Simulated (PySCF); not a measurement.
Ti (titanium, neutral): UHF calculation

Configuration: [Ar] 3d2 4s2, high-spin 3F determinant. Calculation: PySCF 2.14, in x2c-QZVPPall with one added diffuse shell each of s, p, d, f, g type (12s8p6d4f3g, 121 functions); scalar relativity by spin-free X2C-1e.

```
Total energy                        : -852.761469 hartree
One-electron energy                 : -1168.6113 hartree
Hartree (Coulomb) energy            : 357.2545 hartree
Exchange energy                     : -41.4046 hartree
⟨S²⟩                                : 2.0086
⟨L²⟩                                : 12.041
Sum of ⟨r⟩                          : 21.53 bohr
Sum of ⟨r²⟩                         : 49.85 bohr²
Langevin diamagnetic susceptibility : -39.5 ×10⁻⁶ cm³/mol
```

| shell | electrons | mean orbital energy (hartree) | rms radius, mean of both spins (bohr) |
| --- | --- | --- | --- |
| 1s β | 1 | -184.40206 | 0.0804 |
| 1s α | 1 | -184.40141 | 0.0804 |
| 2s α | 1 | -21.66450 | 0.350 |
| 2s β | 1 | -21.63220 | 0.350 |
| 2p α | 3 | -17.83195 | 0.320 |
| 2p β | 3 | -17.79953 | 0.320 |
| 3s α | 1 | -2.96766 | 1.08 |
| 3s β | 1 | -2.84062 | 1.08 |
| 3p α | 3 | -1.87597 | 1.18 |
| 3p β | 3 | -1.71853 | 1.18 |
| 3d α | 2 | -0.43991 | 1.66 |
| 4s α | 1 | -0.23412 | 4.04 |
| 4s β | 1 | -0.21127 | 4.04 |

Densities and radii are taken from the X2C orbitals without a picture-change correction, which distorts them close to the nucleus.

Spin-orbit constants ζ (cm⁻¹) from the X2C one-electron operator on these orbitals: bare nucleus, nucleus screened by l(l+1)(2l+1)/3 electrons, and screened by the Breit-Pauli mean field of the electrons.

| shell | bare | screened nucleus | mean field |
| --- | --- | --- | --- |
| 2p | 33270 | 30250 | n/a |
| 3p | 3585 | 3259 | n/a |
| 3d | 256.1 | 139.7 | n/a |

To first order the Landé constant is A = 69.85 cm⁻¹, so the lowest level has J = 2 and lies 0.0346 eV below the centre of the term. This holds in LS coupling only.
